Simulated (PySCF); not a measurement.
A structure optimised at B3LYP-D3(BJ)/def2-TZVP, used in a PySCF frequency run:

```
C
H 1 1.0881
H 1 1.0881 2 109.69
H 1 1.0881 2 109.69 3 -120.54
Cd 1 2.0997 2 109.25 4 -119.73
F 5 1.9612 2 157.32 1 180.00
```

### Question
Write its SMILES, formula and point group.

### Answer
[CH3][Cd][F], CH3CdF, C3v

### Question
What are its rotational constants (standard atomic weights)?

### Answer
158.38, 3.4673, 3.4673 GHz
